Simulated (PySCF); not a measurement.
# A thermochemical cycle for CdB

PBE0 in PySCF with def2-SVPD on every atom (core potentials on Cd), for the lowest determinant that a PBE0 search found; no spin–orbit coupling. CdB, a doublet (π ↑), has De = 0.46 eV to neutral atoms, and CdB⁺, a singlet (closed shell), has De = 2.12 eV to Cd + B⁺.

The adiabatic ionisation energy of CdB, between the minima, is 7.08 eV.

Question: Which ionisation energy of the B atom does this level give?

Answer: IE(B) = IE(molecule) + De(ion) − De(neutral) = 7.08 + 2.12 − 0.46 = 8.74 eV; the measured value is 8.298 eV (NIST ASD).

Weak bonds: CdB. Basis-set superposition, not corrected here, can be much of De in a small basis, most of all at correlated wavefunction levels. For an ion De counts to the pair picked by the measured ionisation energies or electron affinities, which need not be the lowest pair at this level. States were picked by a PBE0 search and need not be the measured ground states.
